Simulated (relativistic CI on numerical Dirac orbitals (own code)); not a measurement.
Radial Dirac CI calculation of Xe⁴⁷⁺.

Command:

```sh
python run_levels.py task.json out
```

Input:

```
atom Xe  Z=54  charge=47  electrons=7
nucleus A=132  rms_radius_fm=4.7859
hamiltonian dirac-coulomb  breit=on  qed=on  c_scale=1
orbitals kli  potential=per-configuration
slater_scale 1
correlation none
mixing on
grid step=0.08 r_max=2.7
scf mixing=0.4 start=green max_iterations=63 tolerance=2e-08 node_fill=0.05
configurations
  [He] 2s2 2p3
end
```

Output:

```
SCF 1: [He] 2s2 2p3
 iter      energy (Ha)   residual   last orbital (Ha)
    1     -4676.349822   2.56e+00   -355.45559
    2     -4680.070901   1.53e+00   -335.92454
    3     -4682.110150   2.07e-02   -308.33048
    4     -4682.110558   4.44e-03   -308.44255
    5     -4682.110616   5.25e-05   -308.37313
    6     -4682.110617   9.32e-06   -308.37376
    7     -4682.110617   5.53e-08   -308.37369
    8     -4682.110617   1.30e-08   -308.37369
orbital energies (Ha): 1s -1414.5841  2s -329.2723  2p1/2 -321.5650  2p3/2 -308.3737
configuration averages (Ha): Dirac-Coulomb, Breit, QED
  2p3                          -4682.110617    3.538906    3.698620
levels: no., configuration, term, J, E (cm-1), weight
   1 2p3                    2P*  3/2              0.0  0.46
   2 2p3                    4S*  3/2        2587997.0  0.54
   3 2p3                    2D*  5/2        2751259.1  1.00
   4 2p3                    2P*  1/2        3027923.0  1.00
   5 2p3                    2P*  3/2        5643325.0  0.53
lowest total energy -4687.514397 Ha
end: converged
```

Against the reference input this run has: grid step 0.08. The reference run ends at -4687.514960 Ha with Breit and QED terms. The iteration limit was 63 against 150. This setting is bad on purpose; its numbers may not be properties of the ion.
